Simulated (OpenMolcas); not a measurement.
## Pt3+: moving or changing the point charges

Pt3+ among 6 point charges of -1.7 e arranged as a trigonal prism (D3h), 2 Å from the ion, with a polar angle of 57.0° against the regular 49.1°.
```
   1.6765    0.0000    1.0906  -1.70
  -0.8383    1.4519    1.0906  -1.70
  -0.8383   -1.4519    1.0906  -1.70
   1.6765    0.0000   -1.0906  -1.70
  -0.8383    1.4519   -1.0906  -1.70
  -0.8383   -1.4519   -1.0906  -1.70
```

- Program: OpenMolcas 26.06
- Method: SS-CASPT2, IPEA 0.25 Eh, imaginary shift 0.1 Eh (closed shells correlated: 4f 5s 5p)
- Basis: ANO-RCC-VDZP [7s6p4d2f]
- Scalar Hamiltonian: DKH2, point nucleus
- Active space: 7 electrons in 5 orbitals (5d)
- State averaging: 2S+1 = 4 even, 10 roots; 2S+1 = 2 even, 40 roots
- Spin-orbit coupling: state interaction with AMFI integrals over the reference wave functions

Runs around this geometry, states (labels of D3, the rotations of D3h). Energies in cm-1 above the lowest state or level, χT in cm3 K/mol.

```json
{"R (Å)": "2", "q (e)": "-1.7", "Polar angle / regular": "1.07", "Ground state": "4E", "First state of that spin": "4A2 6380", "First gap with spin-orbit (degeneracies)": "540 (2, 2)", "χT at 300 K": "3.892", "First state of another spin": "2E 12430"}
{"R (Å)": "2", "q (e)": "-0.85", "Polar angle / regular": "1.16", "Ground state": "4E", "First state of that spin": "4E 2050", "First gap with spin-orbit (degeneracies)": "24 (2, 2)", "χT at 300 K": "4.389", "First state of another spin": "2E 14100"}
{"R (Å)": "1.82", "q (e)": "-1.7", "Polar angle / regular": "1.16", "Ground state": "4E", "First state of that spin": "4E 7480", "First gap with spin-orbit (degeneracies)": "260 (2, 2)", "χT at 300 K": "3.918", "First state of another spin": "2E 13700"}
{"R (Å)": "2", "q (e)": "-1.7", "Polar angle / regular": "1.16", "Ground state": "4E", "First state of that spin": "4E 4700", "First gap with spin-orbit (degeneracies)": "130 (2, 2)", "χT at 300 K": "4.067", "First state of another spin": "2E 14610"}
{"R (Å)": "2.08", "q (e)": "-1.7", "Polar angle / regular": "1.16", "Ground state": "4E", "First state of that spin": "4E 3860", "First gap with spin-orbit (degeneracies)": "89 (2, 2)", "χT at 300 K": "4.122", "First state of another spin": "2E 14500"}
```

Taking the first state of the same spin as R^-n, n = -ln(3860 / 7480) / ln(2.08 / 1.82) = 5.0 between the shortest and longest distance.

Scaling the charges by -0.85 / -1.7 = 0.50 scales the first state of the same spin by 2050 / 4700 = 0.44; with fixed orbitals a first-order splitting would follow the charge.

Roots that are degenerate in the reference are averaged as groups; the widest CASPT2 spread within a group is 130 cm-1 (the 2-fold group of multiplicity 4 near 0 cm-1 above the lowest state of its run, R = 2, q = -1.7, ratio = 1.07). Shifts and gaps below about the spread of the groups concerned are not significant. An orbital doublet at a regular site is open to a Jahn-Teller distortion, which this geometry leaves out. This shell can be high or low spin here, a state of another spin lies low, and with metal d orbitals alone active their balance is uncertain, so the ground spin may be wrong. Point charges give a weaker field than real ligands, and real ions of this kind are as a rule low spin; the high spin found here belongs to the model. Free-ion shares, where given, are those of the reference states; single-state CASPT2 does not remix them. Spin-orbit coupling mixes the spin-free states strongly: the lowest level takes only 67 % from its leading state, 4E (holds for R = 2, q = -0.85, ratio = 1.16). The ground term spreads over less than 5000 cm-1, several times less than with real ligands, so orbital moments are less quenched and χT lies further from the spin-only value than at real sites (holds for R = 2, q = -0.85, ratio = 1.16). This is an electrostatic model: the charges have no orbitals. No measured value stands beside these numbers.
